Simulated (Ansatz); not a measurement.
Kohn–Sham single points on GeH5Sb (`[GeH3][SbH2]`).

```yaml
crystal:
  periodic: [false, false, false]
  atoms:
    - {symbol: Ge, position_ang: [-0.516629, -0.612759, -0.545439]}
    - {symbol: Sb, position_ang: [0.721114, 1.568760, 0.213320]}
    - {symbol: H, position_ang: [-0.380149, -1.752489, 0.475851]}
    - {symbol: H, position_ang: [-2.008345, -0.294784, -0.744829]}
    - {symbol: H, position_ang: [0.066642, -1.073987, -1.891943]}
    - {symbol: H, position_ang: [0.074561, 1.427613, 1.788498]}
    - {symbol: H, position_ang: [2.104007, 0.669648, 0.658642]}
basis:
  gaussian: {orbitals: def2-TZVPP}
hamiltonian: {xc: lda}
output: {orbitals: {seedname: orbitals}}
```

```sh
$ ansatz run in.yaml --threads 2 --pin off --events-out ev --progress --plain --max-ram 4352MiB
```

Shortened log:

```
Functional definition: SPW92
1036 factors; their error is unknown
mean field evaluation 1: about -63038.5277 eV, gradient 3.0e1 eV
mean field evaluation 2: about -63038.8000 eV, gradient 3.2e1 eV
mean field evaluation 4: about -63039.9462 eV, gradient 1.9e0 eV
mean field evaluation 8: about -63039.9526 eV, gradient 1.0e-1 eV
mean field evaluation 16: about -63039.9343 eV, gradient 2.0e-4 eV
mean field -63039.93426519 eV, -2316.6748542436 hartree, gradient 3.2e-5 eV, S^2 0.000000; 0 other end points of the search recorded, 0 dependent functions left out
reference -63039.93430585 eV, -2316.6748557377 hartree; 30, 30 occupied and 138, 138 virtual orbitals, 1036 factors
Total energy: -63039.93430585 eV, -2316.6748557377 hartree
```

Hardware: 2 threads of an Arm Neoverse V2 on a shared host. Wall time 1 s, peak host memory 0.17 GiB.

The same input with `hamiltonian: {xc: {name: BHLYP}, dispersion: d4}` (abridged; 2.4 s):

```
Functional definition: BHLYP
mean field evaluation 16: about -63134.8072 eV, gradient 1.5e-5 eV
mean field -63134.80722565 eV, -2320.1613712332 hartree, gradient 1.5e-5 eV, S^2 0.000000
Total energy: -63135.01045738 eV, -2320.1688398615 hartree
```

The same input with `hamiltonian: {xc: pbe0, dispersion: d4}` (abridged; 2.3 s):

```
Functional definition: PBE0
mean field evaluation 16: about -63130.1866 eV, gradient 4.2e-5 eV
mean field -63130.18660307 eV, -2319.9915664854 hartree, gradient 4.2e-5 eV, S^2 0.000000
Total energy: -63130.30213090 eV, -2319.9958120550 hartree
```

Changing it to `hamiltonian: {xc: {name: B2PLYP}}` (abridged; 4.2 s):

```
Functional definition: B2PLYP
mean field evaluation 16: about -63115.7745 eV, gradient 5.8e-6 eV
mean field -63115.77447712 eV, -2319.4619306257 hartree, gradient 5.9e-6 eV, S^2 0.000000
13 core orbitals not correlated: weight in the atoms' cores, before any rotation towards them, 1.000 or more for the frozen orbitals, at most 0.000 for the correlated occupied ones
second order -20.50520757 eV of doubles, -0.00000000 eV of singles
Total energy: -63121.31105044 eV, -2319.6653959423 hartree
```

The same input with `hamiltonian: {xc: {name: r2SCAN0}, dispersion: d4}` (abridged; 4.2 s):

```
Functional definition: r2SCAN0
mean field evaluation 16: about -63138.1759 eV, gradient 3.7e-5 eV
mean field -63138.17587926 eV, -2320.2851669702 hartree, gradient 3.7e-5 eV, S^2 0.000000
Total energy: -63138.21287720 eV, -2320.2865266192 hartree
```

With the line `hamiltonian: {xc: pbe, dispersion: d4}` and forces (abridged; 2.1 s):

```
Functional definition: PBE
mean field evaluation 16: about -63128.2291 eV, gradient 1.6e-4 eV
mean field -63128.22906948 eV, -2319.9196284529 hartree, gradient 3.4e-5 eV, S^2 0.000000
Total energy: -63128.36497105 eV, -2319.9246227436 hartree
Atom 0 force     0.009539    -0.012837     0.026756 eV/Å
Atom 1 force    -0.010535     0.333439    -0.242958 eV/Å
Atom 2 force     0.003250    -0.128871     0.092872 eV/Å
Atom 3 force    -0.147104     0.024933    -0.024426 eV/Å
Atom 4 force     0.050784    -0.048919    -0.133839 eV/Å
Atom 5 force    -0.071875    -0.039158     0.206931 eV/Å
Atom 6 force     0.165942    -0.128587     0.074664 eV/Å
Dipole moment:     0.002520     0.045858    -0.026325 e Å
```
